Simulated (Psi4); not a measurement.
CH₃O₃Re (SMILES [CH3][Re](=[O])(=[O])=[O]), singlet, at a GFN2-xTB geometry (such geometries of metal compounds can be far from the true shape) (core potentials on Re). Base run: Psi4 with PBE/def2-SV(P).

Input for Psi4:
```
memory 2 GB

molecule {
0 1
Re    0.06874118   -0.12694771   -0.06206747
O     1.20409994    0.71141375   -0.92250863
O     0.49430691   -0.80148520    1.38573825
O    -1.28320559   -0.67670116   -0.83812129
C    -0.89001532    1.64363512    0.80360865
H    -0.15488768    2.19502798    1.39106321
H    -1.71349648    1.32519993    1.44394246
H    -1.26872215    2.27322082   -0.00246365
}

set {
  basis def2-sv(p)
}

energy('pbe')
print_variables()
```

Variants of this job, named by their change:

| change | ΔE vs base (µEh) | SCF cycles | grid points | basis functions | outcome |
|---|---|---|---|---|---|
| base | 0.0 | 13 | 173267 | 87 | converged |
| scf_initial_accelerator = none | 0.0 | 13 | 173267 | 87 | converged |
| df_basis_scf = def2-universal-jkfit | 0.0 | 13 | 173267 | 87 | converged |
| damping_percentage = 20 | -0.8 | 21 | 173267 | 87 | converged |
| e_convergence = 1e-10 | 0.0 | 14 | 173267 | 87 | converged |
| scf_type = direct | 62.3 | 15 | 173267 | 87 | converged |
| ints_tolerance = 1e-8 | 0.0 | 13 | 173267 | 87 | converged |
| dft_radial_points = 35 | [?] | 13 | 82024 | 87 | converged |
| basis_guess = sto-3g | - | - | - | - | input refused |
| level_shift = 0.3 | 0.0 | 12 | 173267 | 87 | converged |
| dft_spherical_points = 974 | 1.5 | 13 | 556848 | 87 | converged |
| scf_type = disk_df | 0.0 | 13 | 173267 | 87 | converged |
| e_convergence = 1e-4 | 0.0 | 13 | 173267 | 87 | converged |

Task: Fill in the missing entries.

Result: 
- dft_radial_points = 35, ΔE vs base (µEh): 2630

- basis_guess = sto-3g: ended with `psi4.driver.qcdb.exceptions.BasisSetNotFound: BasisSet::construct: Unable to find a basis set for atom 1 for key BASIS among:`
